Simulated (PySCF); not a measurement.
Au(CNMe) (C₂H₃AuN), SMILES [N+](#[C-]->[Au])C (connectivity only; charge and spin as stated), neutral, multiplicity 2.

Coordinates come from a B3LYP-D3(BJ)/def2-SVP optimisation. A frequency run showed that this geometry is not a minimum. The multiplicity is an assumed one; other spin states were not compared. The isomer is the one that the SMILES or the coordinates give; other isomers of the formula were not compared. The def2 effective core potentials stand for the cores of Au; spin–orbit coupling is left out.

Calculation: PBE/def2-TZVPD (PySCF).

The molecule is in vacuum.

Computed frontier levels, dipole moment and polarisability:
```json
{
  "α spin, highest occupied and lowest empty level": "-4.01 and -1.71 eV",
  "β spin, highest occupied and lowest empty level": "-6.05 and -3.10 eV",
  "dipole_moment": "5.41 D",
  "quadrupole, principal values (traceless, Buckingham form, about the centre of nuclear charge)": "-9.50, -8.11, 17.61 D·Å",
  "mean_static_polarisability": "84.4 bohr³ (12.51 Å³)",
  "polarisability_principal_values": "58.4, 60.8, 134.0 bohr³",
  "⟨S²⟩": "0.753 (pure state 0.75)"
}
```
